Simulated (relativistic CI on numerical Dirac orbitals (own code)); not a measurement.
## Hyperfine structure of Xe LIII, mass number 129

Computed by Dirac-Coulomb-Breit CI, KLI orbitals optimised for each configuration, a model potential for QED, unscaled Slater integrals (own radial code, finite nucleus).

Configurations in the expansion: 1s², 1s2s, 1s2p, 1s3s, 1s3p, 1s3d, 1s4s, 1s4p, 1s4d, 1s4f, 1s5s, 1s5p, 1s5d, 1s5f, 1s5g, 1s6s, 1s6p, 1s6d, 2s². Levels of other configurations are missing.

Nuclear spin I = 1/2, μ = -0.77796 μN (tables of Stone and Pyykkö). The electronic factors are computed for point nuclear moments, without core polarisation or the Bohr-Weisskopf and QED corrections.

```
    Level   E (Ry)  A (GHz)
 1s2s ³S1  2214.29   -44780
1s2p ³P°1  2219.97   -41110
1s2p ³P°2  2248.51   -20130
1s2p ¹P°1  2251.11    18980
 1s3s ³S1  2632.93   -41080
1s3p ³P°1  2634.48   -39960
1s3p ³P°2  2642.97   -19880
 1s3d ³D2  2643.58   -19840
```

Levels with J = 0, under 50 % of one LS term, or S terms without an open s electron are left out. Small factors come from cancelling terms and can be off by tens of per cent or more.

At this charge energies of transitions that change n are usually good to better than 1 %, and those within a shell (Δn = 0) to a few per cent.

Problem. Give the hyperfine levels of 1s2s ³S1 relative to its centre of gravity.

Solution. With K = F(F + 1) − I(I + 1) − J(J + 1), E = AK/2: F = 1/2: 44780, F = 3/2: -22390 GHz.

LS names give the leading component of a level, which can be under half, so a name can repeat, a term be missing and a line seem to break the LS rules.
